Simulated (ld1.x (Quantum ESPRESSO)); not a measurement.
# What one change does to a pseudopotential (Ar, ultrasoft)

argon (Ar), ultrasoft, made with ld1.x (Quantum ESPRESSO) 7.5 (revPBE, fully relativistic). Core [Ne], reference 3s2 3p5.5 (charge +0.5). Waves: 3s (bound): rcut 0.75, rcutus 1.00 bohr; 3s channel at 0.2 Ry: rcut 0.75, rcutus 1.00 bohr; 3p (bound): rcut 0.65, rcutus 0.90 bohr; 3p channel at -0.55 Ry: rcut 0.65, rcutus 0.90 bohr. Local part: all-electron potential smoothed inside 0.70 bohr (lloc = -2). Core correction: none. Augmentation charge: built from norm-conserving waves at rcut, not smoothed further.

Open shells are filled in proportion to 2j + 1 (rel_dist='average').

All-electron outer shells of the reference configuration (revPBE, scalar-relativistic, ld1.x):

| shell | level (eV) | outermost node (bohr) | outermost maximum (bohr) |
| --- | --- | --- | --- |
| 3s | -30.28 | 0.52 | 1.17 |
| 3p | -15.96 | 0.49 | 1.28 |

Change: functional PBEsol.

Cutoffs: the cutoffs (Ry, on a coarse ladder) from which the occupation-weighted sum of valence levels, in a spherical-Bessel basis at the reference potential, stays within 10 and 1 mRy of its value at 400 Ry; they do not see the model core or the augmentation charge, which bear on the density cutoff. Errors are all-electron minus pseudo energies relative to the spin-unpolarised reference configuration.

Task: How do hardness, ghosts and transferability respond?

Result: The potential gets neither clearly harder nor softer (80 Ry and 140 Ry → 80 Ry and 140 Ry); both files keep a bound ghost (p, s); of the 6 tests that both files solve, the error grows in 1 and shrinks in 3 by more than 15 % and 0.3 meV (median size 6.2 → 4.7 meV).

| quantity | base | changed |
| --- | --- | --- |
| cutoff, loose | 80 Ry | 80 Ry |
| cutoff, tight | 140 Ry | 140 Ry |
| bound ghosts | p3/2, p1/2, s | p3/2, p1/2, s |
| error for 3s2 3p6, meV [ΔE -6.53 eV] | -0.7 | -0.4 |
| error for 3s2 3p5, meV [ΔE 9.50 → 9.49 eV] | -0.6 | -0.3 |
| error for 3s2 3p4, meV [ΔE 38.13 → 38.09 eV] | -11 | -5.7 |
| error for 3s2 3p3, meV [ΔE 80.69 → 80.61 eV] | -44 | -23 |
| error for 3s2 3p2, meV [ΔE 138.31 → 138.19 eV] | -114 | -54 |
| error for 3s1 3p6, meV [ΔE 24.13 → 24.05 eV] | -1.5 | +3.7 |
| s: phases at 1.09 bohr within 0.05 rad from the reference energy up to (Ry; the scan ends near 5) | to the end of the scan | to the end of the scan |
| p1/2: phases at 1.09 bohr within 0.05 rad from the reference energy up to (Ry; the scan ends near 5) | to the end of the scan | to the end of the scan |
| p3/2: phases at 1.09 bohr within 0.05 rad from the reference energy up to (Ry; the scan ends near 5) | to the end of the scan | to the end of the scan |
| lowest overlap eigenvalue by channel | s 0.76, p1/2 1.00, p3/2 1.00 | s 0.76, p1/2 1.00, p3/2 1.00 |

 A true bound ghost makes a file unfit for plane-wave use even where its test errors are small: the radial tests pick states by their node count and pass the ghost by.
